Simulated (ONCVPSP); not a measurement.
# phosphorus (P), ONCV: configuration errors across variants

P (Z = 15), optimised norm-conserving Vanderbilt (ONCV), made with ONCVPSP 4.0.1 (PBE, scalar-relativistic). Core [Ne], reference 3s2 3p3. Waves: 3s: rc 1.25 bohr, ncon 4, nbas 7, qcut 4 1/bohr, 1 projector; 3p: rc 1.90 bohr, ncon 4, nbas 7, qcut 3.8 1/bohr, 1 projector. Local part: polynomial inside 1.05 bohr (lpopt 5, dvloc0 2 Ha). Core correction: Teter function, fcfact 1.75, rcfact 1.25.

All-electron excitation energies from the reference (eV): (1) 3s2 3p2 9.730; (2) 3s2 3p1 28.877; (3) 3s2 3p0 58.616; (4) 3s0 3p5 17.200.

3 further variants failed, have other tests or too few solved ones, and are left out.

Errors AE − PS in meV (a dash: test not solved or not reliable):

| change | (1) | (2) | (3) | (4) | bound ghosts | GHOST(+) flags above zero |
| --- | --- | --- | --- | --- | --- | --- |
| base | +2.4 | +17 | +60 | +1.8 | none | s |
| all radii but the core radius scaled by about 1.17 (s 1.46, p 2.22 bohr); local potential polynomial inside 1.24 bohr (lpopt 5, dvloc0 2 Ha) | +1.2 | +6.9 | +18 | +11 | none | none |
| all radii but the core radius scaled by about 1.25 (s 1.56, p 2.38 bohr); local potential polynomial inside 1.32 bohr (lpopt 5, dvloc0 2 Ha) | +0.9 | +4.5 | +7.3 | +12 | none | none |
| all radii but the core radius scaled by about 1.31 (s 1.64, p 2.48 bohr); local potential polynomial inside 1.38 bohr (lpopt 5, dvloc0 2 Ha) | +0.9 | +4.1 | +5.4 | +10.0 | none | none |

Q: Give the same row for: all radii but the core radius scaled by about 1.09 (s 1.36, p 2.08 bohr); local potential polynomial inside 1.14 bohr (lpopt 5, dvloc0 2 Ha).

A: +3.8, +28, +109, +8.8; bound ghosts: none; GHOST(+) flags above zero: s.
